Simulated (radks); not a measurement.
The numbers below are computed, except where a source is named.
Question: Level of theory: non-relativistic Kohn-Sham, PBE, spin-polarised, spherical densities, point nucleus; open shells are filled with parallel spins first (spin-orbit coupling, left out, can overturn this in heavy ions) (a radial shooting solver on a logarithmic mesh with Libxc functionals). Response by self-consistent Sternheimer equations with the Hartree and adiabatic LDA kernel. Rank Sn+, Sr, Te2+, F2+, Cd, Kr+, In, Ne, S+ (NIST ground configurations) by static dipole polarisability, largest first.

Answer: Sr 198.3, In 80.47, Cd 56.26, Sn+ 28.97, Te2+ 15.77, Kr+ 11.04, S+ 10.94, Ne 3.104, F2+ 1.218 bohr^3.
